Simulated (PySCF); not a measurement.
CH₆CdOSi, SMILES [CH3][Cd][O][SiH3].

Geometry: PBE0-D3(BJ)/def2-SVP. The structure was generated by enumeration; whether it is a known compound was not checked. The def2 effective core potentials stand for the cores of Cd; spin–orbit coupling is left out. The values are those of a single conformer.

Two levels are set side by side: TDDFT-PBE/def2-SVPD (PySCF) and TDDFT-M06-2X/def2-SVPD (PySCF). Vertical, same geometry. The lowest singlet is HOMO→LUMO 100 % with PBE and HOMO→LUMO 86 % with the other functional; states are paired by order. Differences are taken from unrounded values.

```json
[
 {"quantity": "lowest singlet excitation (eV)", "TDDFT-M06-2X": "5.96", "TDDFT-PBE": "4.75", "TDDFT-PBE minus TDDFT-M06-2X": "-1.22"},
 {"quantity": "lowest triplet excitation (TDA) (eV)", "TDDFT-M06-2X": "5.49", "TDDFT-PBE": "4.53", "TDDFT-PBE minus TDDFT-M06-2X": "-0.96"},
 {"quantity": "first bright state (f over 0.05) (eV)", "TDDFT-M06-2X": "6.22", "TDDFT-PBE": "6.51", "TDDFT-PBE minus TDDFT-M06-2X": "0.29"},
 {"quantity": "its oscillator strength", "TDDFT-M06-2X": "0.06", "TDDFT-PBE": "0.35", "TDDFT-PBE minus TDDFT-M06-2X": "0.29"}
]
```

A lower first singlet is the usual sign of a functional without exact exchange. Differences between two approximate levels are no errors against the true value.

Rough cost on one machine, each run with all the roots and properties that it gave: TDDFT-M06-2X against TDDFT-PBE about 10 times.
